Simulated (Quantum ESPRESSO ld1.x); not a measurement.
The numbers below are computed, except where a source is named.
All-electron atom: Pr II in [Kr] 4d10 4f3 5s1.75 5p6 6s1 5f0.25 (fractional occupations, a model configuration).

Code: ld1.x of Quantum ESPRESSO 7.5. Model: Dirac Kohn-Sham, LDA (Slater exchange, Hedin-Lundqvist correlation), spin-unpolarised, spherical densities, point nucleus; open shells fill j = l - 1/2 first.

Energy parts (hartree):
| part | energy |
|---|---|
| total | -9235.04 |
| kinetic | 9931.55 |
| electron-nucleus | -22525.50 |
| Hartree | 3568.30 |
| exchange-correlation | -209.40 |

Orbitals (lengths in bohr, moments of r in powers of bohr; r(max) is where P^2 peaks; r(90%) holds 90 % of the orbital's charge):
orbital  occ.  eigenvalue (hartree)  r(90%)   r(max)      <r^4>  small-component weight
1s1/2       2            -1534.1134  0.0435  0.01542  1.650e-06                4.77e-02
2s1/2       2             -246.9769   0.159  0.08748  0.0002696                1.04e-02
2p1/2       2             -233.5305   0.142  0.06651  0.0001690                1.04e-02
2p3/2       4             -215.8303   0.150  0.07187  0.0002124                9.79e-03
3s1/2       2              -53.4895   0.400   0.2496    0.01092                3.20e-03
3p1/2       2              -47.7600   0.394   0.2362    0.01011                3.15e-03
3p3/2       4              -44.2550   0.411   0.2478    0.01201                2.97e-03
3d3/2       4              -34.2226   0.384   0.1985   0.009090                2.85e-03
3d5/2       6              -33.4663   0.389   0.2017   0.009592                2.80e-03
4s1/2       2              -10.8526   0.896   0.5794     0.2802                9.95e-04
4p1/2       2               -8.7095   0.933   0.5876     0.3276                9.27e-04
4p3/2       4               -7.9504   0.974   0.6127     0.3891                8.65e-04
4d3/2       4               -4.4267    1.09   0.6313     0.6017                7.15e-04
4d5/2       6               -4.2937    1.10   0.6396     0.6363                6.98e-04
4f5/2       3               -0.3540    2.01   0.6903      10.06                3.43e-04
4f7/2       0               -0.3411    2.05   0.6958      10.92                3.37e-04
5s1/2    1.75               -1.7333    2.16    1.349      9.508                2.15e-04
5p1/2       2               -1.1570    2.47    1.479      16.22                1.69e-04
5p3/2       4               -1.0509    2.60    1.551      19.91                1.54e-04
5d3/2       0               -0.3374    4.25    2.150      138.5                6.50e-05
5d5/2       0               -0.3292    4.32    2.189      148.8                6.26e-05
5f5/2    0.25               -0.0687    14.7    8.943      19250                4.76e-06
5f7/2       0               -0.0687    14.8    8.964      19370                4.86e-06
6s1/2       1               -0.3441    5.63    3.488      433.6                3.45e-05
6p1/2       0               -0.2351    6.91    4.211      976.9                2.37e-05
6p3/2       0               -0.2230    7.20    4.405       1153                2.21e-05
6f5/2       0               -0.0359    25.6    18.27     183300                3.41e-06
6f7/2       0               -0.0358    25.6    18.30     184400                3.47e-06
7s1/2       0               -0.1256    12.3    8.267       9985                9.11e-06

The highest occupied level is 5f5/2 at -1.871 eV. The configuration is held as typed, so some empty levels lie below it. Summed over all electrons, <r^2> = 87.35 bohr^2, which gives a Langevin (diamagnetic) susceptibility term of -69.2 x 10^-6 cm^3/mol.
